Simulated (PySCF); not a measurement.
**Electron correlation in Ba³²⁺ (barium, charge +32)**

[Ar] 3d6, high-spin 5D determinant. Computed with PySCF 2.14 in an uncontracted even-tempered set (17 s from 5 bohr⁻², ratio 2.5; 11 p from 6.5 bohr⁻², ratio 2.5; 8 d from 6.5 bohr⁻², ratio 2.5; 4 f from 26 bohr⁻², ratio 2.7; 3 g from 39 bohr⁻², ratio 2.7), with the non-relativistic Hamiltonian (point nucleus). Frozen: [Ne]; 14 electrons correlated; the 32 highest virtual orbitals of each spin left out.

MP2 pair energies summed by pair of shells (mhartree):

```csv
pair,energy,share (%)
3p-3d,-231.77,43.1
3d-3d,-125.78,23.4
3p-3p,-96.68,18.0
3s-3p,-40.46,7.5
3s-3d,-37.33,6.9
3s-3s,-5.32,1.0
```

Total MP2 correlation energy: -537.34 mhartree.

At this charge a non-relativistic calculation is a model, useful for the Z dependence of the correlation energy.

Spin-orbit coupling is strong in this species, so the high-spin LS determinant is a model state.
